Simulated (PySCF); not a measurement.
An unknown shows these calculated signals:

¹H NMR (400 MHz, computed): δ 6.15 (s, 1H), 5.24 (m, 1H), 5.16 (m, 1H), 2.54 (q, 2H), 1.20 (t, 3H).

¹³C{¹H} NMR (computed): δ 139.6 (C), 125.3 (CH), 117.2 (C), 116.1 (CH2), 96.9 (C), 82.0 (C), 18.0 (CH2), 15.5 (CH3).

Theoretical values (PySCF 2.14.0 with density-fitted response routines): σ from GIAO-KT2/pcSseg-1, structure optimised with PBE0-D3(BJ)/def2-SVP. One computed conformer, fast rotation and ring inversion assumed for equivalent nuclei, isolated molecule, non-relativistic Hamiltonian.

Chemical shifts δ = σref − σ; TMS for ¹H (σref 31.18) and ¹³C (σref 183.22), all at this level.

Question: Which of these does the molecule contain: an S-methyl group, a non-aromatic C=C double bond, a C≡C triple bond, a CF3 group, an OH group, a CH3CH2 unit?

Answer: 
- An S-methyl group: no.
- A non-aromatic C=C double bond: yes.
- A C≡C triple bond: yes (δC 82.0, 96.9).
- A CF3 group: no.
- An OH group: no.
- A CH3CH2 unit: yes (δC 15.5, 18.0; δH 1.20 (t), 2.54 (q)).

The data belong to SMILES C(/C(=C)Cl)=C(/Cl)C#CCC, C$_{8}$H$_{8}$Cl$_{2}$; they needn't prove each group on their own.

Carbon signals by region: 4 in the sp2 and nitrile region (100–160 ppm), 2 at 50–100 ppm, 2 below 50 ppm.

Carbons that carry Cl, above all several Cl atoms, come out too deshielded, partly because spin–orbit coupling is missing. Shifts are as computed. Against solution values, carbons near 30 ppm lie about +2 ppm off and those near 130 ppm about -5 ppm. Of 1211 compounds with measured shifts, 218 miss one by over three times the rms of a fit or turn the order of signals round; such compounds aren't used in these exercises. Multiplicities follow the n + 1 count of equivalent neighbours, as no J values were calculated; m marks all less simple cases, F and P coupling included.
